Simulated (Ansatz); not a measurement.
Total energies of dimethylphenylsulfonium hydroxide, `C[S+](C)c1ccccc1.[OH-]` from Ansatz at PBE0-D4/def2-TZVP, gas phase (1 Eh = 27.2114 eV = 2625.5 kJ/mol). The reference geometry is relaxed at PBE-D4/def2-SVP.

| state | geometry | energy (Eh) |
| --- | --- | --- |
| charge 0 singlet | reference | -784.97462 |
| charge 1 doublet | reference | -784.67869 |
| charge -1 doublet | reference | -784.94521 |
| charge -1 doublet | relaxed at PBE-D4/def2-SVP | -784.97369 |
| free C atom (triplet) | – | -37.80537 |
| free S atom (triplet) | – | -397.97371 |
| free H atom (doublet) | – | -0.50104 |
| free O atom (triplet) | – | -75.01860 |

(1) Work out the vertical ionisation energy to the doublet.

(2) Work out the vertical electron affinity, to the doublet.

(3) Give the fundamental gap IE − EA, the Mulliken electronegativity (IE + EA)/2 and the hardness (IE − EA)/2.

(4) How much does the charge -1 doublet relax, and what is the adiabatic electron affinity?

(5) What is the binding energy per atom against free atoms?

(1) E(charge 1 doublet) − E(charge 0 singlet) = -784.67869 − (-784.97462) = 0.29593 Eh = 8.05 eV. For comparison, −ε of the highest occupied level is 6.42 eV at this level, 1.63 eV less.

(2) E(charge 0 singlet) − E(charge -1 doublet) = -784.97462 − (-784.94521) = -0.02941 Eh = -0.80 eV; negative, so the extra electron isn't bound. The basis lacks diffuse functions, which makes affinities too small.

(3) From the values in Eh: IE − EA = 0.29593 − (-0.02941) = 0.32534 Eh = 8.85 eV; (IE + EA)/2 = 3.63 eV; (IE − EA)/2 = 4.43 eV. The HOMO–LUMO gap of the same run is 5.72 eV, 3.13 eV smaller than the fundamental gap.

(4) Relaxation: -784.94521 − (-784.97369) = 0.02848 Eh = 0.77 eV. Adiabatic electron affinity: -0.00093 Eh = -0.03 eV, without zero-point energy. Bonds change on the way (1 lost, 0 formed), so the relaxed form is another species. 

(5) Atoms: 8 × (-37.80537) + 1 × (-397.97371) + 12 × (-0.50104) + 1 × (-75.01860) = -781.44775 Eh. Binding: -781.44775 − (-784.97462) = 3.52687 Eh = 95.97 eV, or 4.36 eV for each of 22 atoms (no zero-point energy, no counterpoise term).

At PBE0-D4/def2-TZVP the highest occupied level of the charge -1 doublet lies above zero (up to 2.37 eV). By energy differences it is unbound by 0.80 eV (vertical, to the charge 0 singlet, at PBE0-D4/def2-TZVP) and held by the finite basis. At PBE0-D4/def2-TZVP the highest occupied level of the relaxed charge -1 doublet lies above zero (up to 0.78 eV). Energy differences put its binding near zero (-0.03 eV; each at its own geometry, to the charge 0 singlet, at PBE0-D4/def2-TZVP), which leaves it undecided.
